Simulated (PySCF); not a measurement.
Static response to an electric field

Compound: 1,1,1,3,3,3-hexafluoropropane, C3H2F6.
Cartesian coordinates in Å at the GFN2-xTB level; atoms count from 1:
```
atom  x, y, z in Å
F1     2.3059   -0.0499   -0.7414
C2     1.1693    0.4769   -0.2663
F3     1.4609    1.0242    0.9136
F4     0.8264    1.4656   -1.0920
C5     0.0992   -0.6063   -0.1659
C6    -1.2324   -0.0856    0.3673
F7    -1.7649    0.8570   -0.4106
F8    -1.1328    0.4193    1.5970
F9    -2.1214   -1.0862    0.4293
H10    0.4607   -1.3891    0.5059
H11   -0.0655   -1.0231   -1.1627
```

Level: wB97X-D/def2-SVPD (PySCF), static field, nuclei fixed, core orbitals frozen in the response. The polarisability tensor in these axes (au):

```
x   44.95  0.92 -1.17
y    0.92 41.42 -0.11
z   -1.17 -0.11 40.96
```

Q: Give the principal values, the mean and the anisotropy Δα = √{½[(α1 − α2)² + (α2 − α3)² + (α1 − α3)²]}.

A: Principal values 40.62, 41.24 and 45.47 au; mean 42.44 au = 6.29 Å³ = 7.00 × 10⁻⁴⁰ C²·m²/J; Δα = 4.58 au (11 % of the mean).

Q: What is the dipole moment, and where does it point?

A: (0.33, -2.00, -0.54) D, 2.10 D in size, pointing from the negative to the positive side. Measured along this direction, the outermost atoms are F4, F8, F7 and F3 at the negative end and H10 and H11 at the positive end.

Q: What depolarisation ratio follows for Rayleigh scattering of linearly polarised light, taking the static tensor?

A: ρ = 3Δα²/(45ᾱ² + 4Δα²) = 62.9/(81067 + 83.8) = 0.000775.

Q: In a dilute gas of rigid molecules at 250 K, how does the orientational term μ²/3kT compare with the electronic polarisability?

A: In Gaussian units μ²/3kT = 42.64 Å³ against 6.29 Å³, a ratio of 6.78; the Debye molar polarisation (4π/3)N_A(α + μ²/3kT) is 123.4 cm³/mol, leaving out the vibrational part.

Q: Molar refractivity from α?

A: Lorentz–Lorenz: R = (4π/3)N_A α = 2.5225 cm³/(mol·Å³) × 6.29 Å³ = 15.9 cm³/mol, in the limit of long wavelengths.

Geometry: GFN2-xTB; no solvent, vibrations or thermal averaging.
